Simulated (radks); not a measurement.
Results of a calculation; reference values are marked as such.
Problem. The chromium ion Cr5+, configuration [Ar] 3d1. Level of theory: scalar-relativistic Kohn-Sham, r2SCAN, spin-polarised, spherical densities, finite nucleus; open shells are filled with parallel spins first; meta-GGA in the generalised Kohn-Sham scheme; Fermi nuclear charge, rms radius 3.6452 fm (a radial shooting solver on a logarithmic mesh with Libxc functionals). Some entries of the table are withheld. Estimate them.

orbital  occ.  eigenvalue (eV)  r(max) (bohr)
1s down     1        -5989.228        0.04162
1s up       1        -5989.217        0.04162
2s up       1        -764.4856         0.2432
2s down     1        -763.6820         0.2431
2p up       3        -655.1478         0.1979
2p down     3        -654.5329         0.1978
3s up       1        -158.3138         0.7610
3s down     1        -156.4476         0.7618
3p up       3        -127.3405            (1)
3p down     3        -125.4813            (2)
3d up       1              (3)         0.7411
3d down     0              (4)         0.7436

Solution. 
(1) 3p up r(max) (bohr): 0.7739
(2) 3p down r(max) (bohr): 0.7751
(3) 3d up eigenvalue (eV): -79.3564
(4) 3d down eigenvalue (eV): -77.3757
